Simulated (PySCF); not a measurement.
## C₆ coefficients of unlike pairs at UHF

Calculated with PySCF 2.14 from the dipole response of each species, C₆(A,B) = (3/π) ∫ α_A(iu) α_B(iu) du, in atomic units, from isotropic polarisabilities. For ions this is the dispersion term alone; charge-induced terms of lower order in 1/R come first.

| species | configuration | basis | relativity | α (bohr³) | C₆ (like pair) |
| --- | --- | --- | --- | --- | --- |
| Ge³⁺ | [Ar] 3d10 4s1 (2S) | aug-cc-pVTZ-DK (7s6p4d2f) | spin-free X2C | 7.346 | 16.68 |
| S⁺ | [Ne] 3s2 3p3 (4S) | aug-cc-pwCVTZ (8s7p5d3f) | none | 10.95 | 53.87 |
| Au⁺ | [Xe] 4f14 5d10 (1S) | def2-TZVPPD with the def2 core potential (60 electrons) (6s5p3d2f1g) | core potential | 10.47 | 69.39 |
| W | [Xe] 4f14 5d4 6s2 (5D) | aug-cc-pwCVTZ-PP with ECP60MDF (8s8p7d4f3g) | core potential | 101.7 | 1255 |

Problem. Estimate C₆ for Au⁺ with Ge³⁺.

Solution. The integral gives 31.70. The combination rule 2 C_A C_B / (C_A α_B/α_A + C_B α_A/α_B) gives 31.95 and the geometric mean 34.02.

No spin-orbit coupling is included.

The other pairs:

| pair | C₆ |
| --- | --- |
| S⁺, Ge³⁺ | 29.59 |
| Au⁺, S⁺ | 58.91 |
| W, Au⁺ | 237.0 |
| W, Ge³⁺ | 136.4 |
| W, S⁺ | 230.6 |
